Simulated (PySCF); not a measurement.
Geometries of 3 isomers of C5H7BO2, from PBE0-D3(BJ)/def2-SVP geometry optimisation, gas phase (PySCF 2.14.0). One conformer each, no zero-point energy, no frequencies.

Task: Which is lowest in electronic energy at this level?
A.
```xyz
15
angstrom
O      2.453    1.092   -0.386
B      1.770   -0.069   -0.156
O      2.369   -1.291   -0.032
C      0.221    0.015   -0.025
C     -0.613   -1.024    0.239
C     -2.027   -0.548    0.290
C     -1.907    0.918    0.015
C     -0.606    1.225   -0.163
H      3.406    1.001   -0.477
H      3.327   -1.285   -0.111
H     -0.307   -2.060    0.396
H     -2.492   -0.754    1.273
H     -2.665   -1.068   -0.450
H     -2.754    1.605   -0.029
H     -0.200    2.216   -0.377
```
B.
```xyz
15
angstrom
C     -0.652    2.215    1.415
C     -0.666    1.210    0.735
C     -0.788    0.035   -0.072
C     -2.199   -0.297   -0.475
C      0.273   -0.719   -0.444
B      1.783   -0.501   -0.104
O      2.734   -1.382   -0.550
O      2.203    0.556    0.635
H     -0.603    3.101    2.020
H     -2.234   -1.208   -1.088
H     -2.643    0.534   -1.046
H     -2.832   -0.442    0.415
H      0.015   -1.591   -1.061
H      2.367   -2.104   -1.067
H      3.160    0.535    0.747
```
C.
```xyz
15
angstrom
C     -3.397    1.799    0.274
C     -2.097    1.166    0.162
C     -1.007    0.632    0.071
B      0.360   -0.031   -0.036
O      0.908   -0.442   -1.218
C      2.179   -1.003   -0.947
C      2.350   -0.892    0.584
O      1.162   -0.272    1.043
H     -3.421    2.746   -0.288
H     -4.186    1.148   -0.134
H     -3.646    2.020    1.323
H      2.952   -0.444   -1.500
H      2.203   -2.047   -1.299
H      2.460   -1.875    1.069
H      3.218   -0.276    0.870
```

Result: A. That is `OB(O)C1=CCC=C1`, 30.0 kcal/mol below the next.

```tsv
SMILES	atoms numbered as above	E (Eh)	relative (kcal/mol)	relative (kJ/mol)	dipole (D)
OB(O)C1=CCC=C1	[OH:1][B:2]([OH:3])[C:4]1=[CH:5][CH2:6][CH:7]=[CH:8]1	-369.44142	0.0	0.0	2.18
CC#CB1OCCO1	[CH3:1][C:2]#[C:3][B:4]1[O:5][CH2:6][CH2:7][O:8]1	-369.39366	30.0	125.4	0.72
C#C/C(C)=C\B(O)O	[CH:1]#[C:2]/[C:3]([CH3:4])=[CH:5]\[B:6]([OH:7])[OH:8]	-369.38210	37.2	155.7	1.37
```

As drawn, the highest has a C≡C bond, which the lowest lacks.
